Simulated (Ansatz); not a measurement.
A run for Ansatz (a program for electronic structure): R-B3LYP/def2-TZVPP on BrGaH2O2 (SMILES [OH][Ga]([OH])[Br]), a point of a torsion scan.

Ansatz 0.2 input:
```yaml
crystal:
  periodic: [false, false, false]
  atoms:
    - {symbol: O, position_ang: [-1.00203510, -1.06831791, 0.51412269]}
    - {symbol: Ga, position_ang: [-0.49774619, 0.58909353, 0.46562288]}
    - {symbol: O, position_ang: [0.17559198, 1.45133648, -0.88039566]}
    - {symbol: Br, position_ang: [-0.71452350, 1.75773844, 2.36279113]}
    - {symbol: H, position_ang: [-1.35451521, -1.60905150, -0.18883772]}
    - {symbol: H, position_ang: [0.40476835, 1.09630230, -1.73676006]}
basis:
  gaussian:
    orbitals: def2-TZVPP
hamiltonian:
  xc: {name: B3LYP}
scf: {lower_state_search: off}
```

Output:

```
WARN ansatz: RAYON_NUM_THREADS=1 ignored (pool sized by the plan → 1); use --threads N
Functional definition: B3LYP
these checks for a lower state are left out or cut short: stability, starts, cluster_reference, orbital_swaps, neighbouring_geometries, increment
integrals: 0.12 GiB planned
1236 factors; their error is unknown
mean field: 1.07 GiB planned
mean field evaluation 1: about -126545.4191 eV, gradient 8.9e1 eV
mean field evaluation 2: about -126505.7406 eV, gradient 1.7e2 eV
mean field evaluation 4: about -126557.4923 eV, gradient 6.7e0 eV
mean field evaluation 8: about -126557.5713 eV, gradient 1.9e-1 eV
mean field evaluation 16: about -126558.0694 eV, gradient 1.5e-4 eV
mean field -126558.06941537 eV, -4650.9232668743 hartree, gradient 2.0e-6 eV, S^2 0.000000; 0 other end points of the search recorded, 0 dependent functions left out
reference -126558.06965389 eV, -4650.9232756398 hartree; 42, 42 occupied and 144, 144 virtual orbitals, 1236 factors
Total energy: -126558.06965389 eV, -4650.9232756398 hartree
Checks for a lower state left out: stability, starts, cluster_reference, orbital_swaps, neighbouring_geometries, increment
```

The calculation finished and met its thresholds.

Cost: around 4 core-seconds (rough).
